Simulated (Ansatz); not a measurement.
Molecule: C$_{4}$H$_{4}$NS (charge 0, doublet). It need not be the lowest isomer of its formula. 
Geometry from a B3LYP-D3(BJ)/def2-TZVP (Ansatz, a first-principles code) optimisation:
```xyz
10

N     -2.1823    -0.6517    -0.4154
C     -0.8978    -0.3249    -0.1783
C     -0.5549     1.0535     0.0532
S      1.1109     1.0618     0.3066
C      1.3578    -0.6811     0.1169
C      0.1730    -1.2840    -0.1411
H     -2.8638     0.0899    -0.4220
H     -2.4790    -1.5975    -0.5835
H      2.3257    -1.1529     0.2020
H      0.0509    -2.3474    -0.2981
```
Charge 0, spin multiplicity 2.

Total electronic energies in hartree. Valence correlation only, unless marked. Open shells are spin-unrestricted. No spin-orbit coupling. Non-relativistic. CBS(X,Y): correlation extrapolated as X^-3; Hartree-Fock from the larger set.

The UHF reference is spin-contaminated (<S^2> 0.10 over the pure value in the largest basis). 

```csv
level,program,energy (Eh)
HF/cc-pV(T+d)Z,Ansatz,-605.77152
HF/cc-pwCVTZ,Ansatz,-605.77336
HF/cc-pV(Q+d)Z,Ansatz,-605.78922
PBE-D4/def2-TZVPD,Ansatz + dftd4,-607.34994
revPBE/def2-TZVPD,Ansatz,-607.64288
r2SCAN-D3(BJ)/def2-TZVPD,Ansatz + dftd3,-607.62522
B3LYP/def2-TZVPD,Ansatz,-607.78321
BHLYP/def2-TZVPD,Ansatz,-607.62940
r2SCAN0/def2-TZVPD,Ansatz,-607.58827
HSE06-D3(BJ)/def2-TZVPD,Ansatz + dftd3,-607.36831
HSE06-D4/def2-TZVPD,Ansatz + dftd4,-607.36966
HSE06/def2-TZVPD,Ansatz,-607.36170
CAM-B3LYP-D3(BJ)/def2-TZVPD,Ansatz + dftd3,-607.66775
LC-wPBE/def2-TZVPD,Ansatz,-607.49277
B2GP-PLYP-D4/def2-TZVPD,Ansatz + dftd4,-607.36911
MP2/cc-pwCVTZ,Ansatz,-606.76173
CCSD/STO-3G,Ansatz,-599.06326
CCSD/6-31G,Ansatz,-606.05035
CCSD/cc-pVTZ,Ansatz,-606.78033
CCSD/cc-pwCVTZ,Ansatz,-606.79805
CCSD(T)/6-31G*,Ansatz,-606.49845
CCSD(T)/cc-pV(T+d)Z,Ansatz,-606.83941
"CCSD(T)/CBS(cc-pV(T+d)Z,cc-pV(Q+d)Z)",Ansatz,-606.9647
```

Totals of different functionals don't rank their quality; only differences between species are comparable.
